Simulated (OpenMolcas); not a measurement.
# Nb3+: moving or changing the point charges

Nb3+ among 8 point charges of -1.2 e arranged as a cube (Oh), 2.06 Å from the ion.
```
   1.1893    1.1893    1.1893  -1.20
   1.1893    1.1893   -1.1893  -1.20
   1.1893   -1.1893    1.1893  -1.20
   1.1893   -1.1893   -1.1893  -1.20
  -1.1893    1.1893    1.1893  -1.20
  -1.1893    1.1893   -1.1893  -1.20
  -1.1893   -1.1893    1.1893  -1.20
  -1.1893   -1.1893   -1.1893  -1.20
```

```json
{
 "Program": "OpenMolcas 26.06",
 "Method": "CASSCF",
 "Basis": "ANO-RCC-VDZP [6s5p3d1f]",
 "Scalar Hamiltonian": "DKH2, point nucleus",
 "Active space": "2 electrons in 5 orbitals (4d)",
 "State averaging": "2S+1 = 3 even, 10 roots; 2S+1 = 1 even, 15 roots",
 "Spin-orbit coupling": "state interaction with AMFI integrals over the reference wave functions"
}
```

Runs around this geometry, states (labels of O, the rotations of Oh). Energies in cm-1 above the lowest state or level, χT in cm3 K/mol; 10Dq and B are least-squares fits to the states below 45000 cm-1, weighted by degeneracy, with a free offset, and given where the rms deviation is under 5 % of |10Dq| (or 100 cm-1) and under 700 cm-1; 10Dq is negative for this site.

| R (Å) | q (e) | Ground state | First state of that spin | 10Dq | B (rms of fit) | First gap with spin-orbit (degeneracies) | χT at 300 K | First state of another spin |
| --- | --- | --- | --- | --- | --- | --- | --- | --- |
| 2.06 | -0.6 | 3A2 | 3T2 4419 | -4603 | 751 (67) | 4288 (3, 2) | 0.610 | 1E 11146 |
| 2.06 | -1.2 | 3A2 | 3T2 9265 |  |  | 8970 (3, 2) | 0.809 | 1E 10786 |
| 2.15 | -1.2 | 3A2 | 3T2 7532 |  |  | 7323 (3, 1) | 0.761 | 1E 10976 |

Taking the first state of the same spin as R^-n, n = -ln(7532 / 9265) / ln(2.15 / 2.06) = 4.8 between the shortest and longest distance.

Scaling the charges by -0.6 / -1.2 = 0.50 scales the first state of the same spin by 4419 / 9265 = 0.48; with fixed orbitals a first-order splitting would follow the charge.

Without dynamic correlation the repulsion within the d shell is too large (B by tens of per cent), so at a given field states of lower spin stand too high. This is an electrostatic model: the charges have no orbitals. No measured value stands beside these numbers.
